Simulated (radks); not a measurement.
Trend from Rb+ to Xe+: ionisation energy by Delta-SCF between NIST ground configurations, and size. Method: scalar-relativistic Kohn-Sham, PBEsol, spin-polarised, spherical densities, finite nucleus; open shells are filled with parallel spins first (spin-orbit coupling, left out, can overturn this in heavy ions); Fermi nuclear charge, rms radius of each element as measured or else 0.836 A^(1/3) + 0.57 fm; computed with a radial shooting solver on a logarithmic mesh with Libxc functionals.

[
 {"species": "Rb+", "configuration": "[Kr]", "IE (eV)": "27.361", "NIST (eV)": "27.290", "kind": "exp.", "-e(HOMO) (eV)": "21.642 (4p)", "outermost": "4p", "<r> outermost (bohr)": "1.71"},
 {"species": "Sr+", "configuration": "[Kr] 5s1", "IE (eV)": "11.125", "NIST (eV)": "11.030", "kind": "exp.", "-e(HOMO) (eV)": "8.717 (5s)", "outermost": "5s", "<r> outermost (bohr)": "3.85"},
 {"species": "Zr+", "configuration": "[Kr] 4d2 5s1", "IE (eV)": "13.483", "NIST (eV)": "13.130", "kind": "exp.", "-e(HOMO) (eV)": "10.595 (5s)", "outermost": "5s", "<r> outermost (bohr)": "3.34"},
 {"species": "Nb+", "configuration": "[Kr] 4d4", "IE (eV)": "14.916", "NIST (eV)": "14.320", "kind": "semi-emp.", "-e(HOMO) (eV)": "10.151 (4d)", "outermost": "4d", "<r> outermost (bohr)": "2.03"},
 {"species": "Mo+", "configuration": "[Kr] 4d5", "IE (eV)": "16.529", "NIST (eV)": "16.2", "kind": "semi-emp.", "-e(HOMO) (eV)": "11.422 (4d)", "outermost": "4d", "<r> outermost (bohr)": "1.87"},
 {"species": "Tc+", "configuration": "[Kr] 4d5 5s1", "IE (eV)": "15.626", "NIST (eV)": "15.260", "kind": "semi-emp.", "-e(HOMO) (eV)": "12.219 (5s)", "outermost": "5s", "<r> outermost (bohr)": "2.94"},
 {"species": "Ru+", "configuration": "[Kr] 4d7", "IE (eV)": "16.730", "NIST (eV)": "16.8", "kind": "semi-emp.", "-e(HOMO) (eV)": "11.401 (4d)", "outermost": "4d", "<r> outermost (bohr)": "1.66"},
 {"species": "Rh+", "configuration": "[Kr] 4d8", "IE (eV)": "18.536", "NIST (eV)": "18.080", "kind": "semi-emp.", "-e(HOMO) (eV)": "12.869 (4d)", "outermost": "4d", "<r> outermost (bohr)": "1.56"},
 {"species": "Pd+", "configuration": "[Kr] 4d9", "IE (eV)": "20.262", "NIST (eV)": "19.4", "kind": "semi-emp.", "-e(HOMO) (eV)": "14.276 (4d)", "outermost": "4d", "<r> outermost (bohr)": "1.47"},
 {"species": "Ag+", "configuration": "[Kr] 4d10", "IE (eV)": "21.934", "NIST (eV)": "21.484", "kind": "exp.", "-e(HOMO) (eV)": "15.643 (4d)", "outermost": "4d", "<r> outermost (bohr)": "1.39"},
 {"species": "Cd+", "configuration": "[Kr] 4d10 5s1", "IE (eV)": "17.359", "NIST (eV)": "16.908", "kind": "exp.", "-e(HOMO) (eV)": "13.538 (5s)", "outermost": "5s", "<r> outermost (bohr)": "2.62"},
 {"species": "In+", "configuration": "[Kr] 4d10 5s2", "IE (eV)": "18.978", "NIST (eV)": "18.870", "kind": "exp.", "-e(HOMO) (eV)": "14.984 (5s)", "outermost": "5s", "<r> outermost (bohr)": "2.47"},
 {"species": "Sn+", "configuration": "[Kr] 4d10 5s2 5p1", "IE (eV)": "14.192", "NIST (eV)": "14.633", "kind": "exp.", "-e(HOMO) (eV)": "10.662 (5p)", "outermost": "5p", "<r> outermost (bohr)": "2.88"},
 {"species": "Sb+", "configuration": "[Kr] 4d10 5s2 5p2", "IE (eV)": "16.566", "NIST (eV)": "16.63", "kind": "exp.", "-e(HOMO) (eV)": "12.657 (5p)", "outermost": "5p", "<r> outermost (bohr)": "2.64"},
 {"species": "Te+", "configuration": "[Kr] 4d10 5s2 5p3", "IE (eV)": "18.766", "NIST (eV)": "18.6", "kind": "exp.", "-e(HOMO) (eV)": "14.546 (5p)", "outermost": "5p", "<r> outermost (bohr)": "2.46"},
 {"species": "I+", "configuration": "[Kr] 4d10 5s2 5p4", "IE (eV)": "18.657", "NIST (eV)": "19.131", "kind": "exp.", "-e(HOMO) (eV)": "14.531 (5p)", "outermost": "5p", "<r> outermost (bohr)": "2.33"},
 {"species": "Xe+", "configuration": "[Kr] 4d10 5s2 5p5", "IE (eV)": "21.148", "NIST (eV)": "20.975", "kind": "semi-emp.", "-e(HOMO) (eV)": "16.659 (5p)", "outermost": "5p", "<r> outermost (bohr)": "2.19"}
]

Reference values: NIST Atomic Spectra Database (exp. = measured, semi-emp. = semi-empirical, theory = theoretical value adopted there). Open shells are spherical and high-spin; term and fine-structure splittings are not resolved. Spin-orbit splitting is averaged out at the scalar-relativistic level.
